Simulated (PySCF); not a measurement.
**Ce⁴⁸⁺ (cerium, charge +48): Hartree-Fock from Schrödinger to Dirac-Coulomb-Breit**

Occupied: 1s1/2, 2s1/2, 2p1/2, 2p3/2. Hartree-Fock calculated with PySCF 2.14 in an even-tempered Gaussian basis (16 s from 8.8 bohr⁻², ratio 2.7; 13 p from 11 bohr⁻², ratio 2.7), Gaussian nucleus throughout. NR is non-relativistic, sf-X2C the spin-free one-electron X2C Hamiltonian, X2C adds the bare one-electron spin-orbit term, X2C-SNSO screens it by Boettger's factors, DC is four-component Dirac-Coulomb, and the Gaunt and Breit terms are added at first order (total energies over the DC spinors, levels after relaxing the spinors in that mean field). QED terms are absent. Levels marked empty are virtual spinors of this ion.

| Hamiltonian | E (hartree) | E − E(DC) (hartree) | CPU seconds |
| --- | --- | --- | --- |
| NR | -6234.5574 | 261.6844 | 0.23 |
| sf-X2C | -6490.8610 | 5.3808 | 0.13 |
| X2C | -6494.2483 | 1.9935 | 0.17 |
| X2C-SNSO | -6494.0087 | 2.2331 | 0.17 |
| DC | -6496.2417 | 0.0000 | 7.2 |
| DC+Gaunt | -6489.8214 | 6.4204 | 12 |
| DC+Breit | -6490.3829 | 5.8588 | 34 |

```
   level (eV)        NR    sf-X2C       X2C  X2C-SNSO        DC  DC+Gaunt  DC+Breit
        1s1/2  -42112.1  -44104.1  -44099.7  -44100.0  -44139.5  -44033.3  -44040.2
        2s1/2   -9275.8   -9833.8   -9832.7   -9832.8   -9837.8   -9826.9   -9827.6
        2p1/2   -8981.0   -9173.2   -9511.4   -9498.5   -9501.2   -9481.9   -9483.9
        2p3/2   -8981.0   -9173.2   -9025.8   -9030.7   -9034.3   -9020.8   -9022.8
3s1/2 (empty)   -3786.6   -3961.4   -3961.2   -3961.3   -3962.4   -3959.5   -3959.9
3p1/2 (empty)   -3690.7   -3767.6   -3855.6   -3852.3   -3853.0   -3848.0   -3848.7
3p3/2 (empty)   -3690.7   -3767.6   -3728.9   -3730.2   -3731.0   -3727.6   -3728.3
```

| interval (eV) | X2C | X2C-SNSO | DC | DC+Gaunt | DC+Breit |
| --- | --- | --- | --- | --- | --- |
| 2p3/2 − 2p1/2 | 485.6 | 467.8 | 466.9 | 461.1 | 461.1 |
| 3p3/2 − 3p1/2 | 126.7 | 122.0 | 122.0 | 120.4 | 120.4 |

Weight of the small component: 1s1/2 0.0462, 2s1/2 0.0104, 2p1/2 0.0103, 2p3/2 0.00978, 3s1/2 0.00407, 3p1/2 0.00400, 3p3/2 0.00386.

Koopmans' value for the highest occupied level at DC+Breit: 9022.8 eV, against an ionisation energy of 9020 ± 4 eV (theoretical estimate listed by NIST; NIST Atomic Spectra Database, ionization energies); the former lacks relaxation, correlation, QED and recoil.

The whole ladder took 55 s of wall time on 1 thread of Neoverse-V2 (shared host), launched as `OMP_NUM_THREADS=1 python relrun2.py TASK.json OUT` (a driver that calls PySCF for each Hamiltonian).
